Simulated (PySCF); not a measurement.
Al⁹⁺: ionisation energy

Al⁹⁺ [He] 2s2 (1S) → Al¹⁰⁺ [He] 2s1 (2S), as a difference of total energies. Computed with PySCF 2.14 in an uncontracted even-tempered set (19 s from 1.1 bohr⁻², ratio 2.2; 9 p from 1.8 bohr⁻², ratio 2.4; 6 d from 5.4 bohr⁻², ratio 2.4; 5 f from 8.1 bohr⁻², ratio 2.4; 5 g from 12 bohr⁻², ratio 2.4), with the spin-free X2C one-electron Hamiltonian (Gaussian nucleus). Correlated levels: nothing frozen; virtual orbitals above 40 to 60 times the deepest correlated orbital energy dropped. The calculations carry no spin-orbit coupling.

```tsv
method	ionisation energy (eV)	difference from reference (eV)
UHF	394.35	-4.30
LDA	395.25	-3.40
PBE	396.48	-2.17
PBE0	396.27	-2.38
r2SCAN	394.99	-3.66
TPSSh	396.34	-2.31
B2PLYP	396.55	-2.10
MP2 (all electrons)	396.99	-1.66
SCS-MP2 (all electrons)	397.48	-1.17
```

Reference: 398.65 ± 0.06 eV (semi-empirical (NIST evaluation); NIST Atomic Spectra Database, ionization energies).
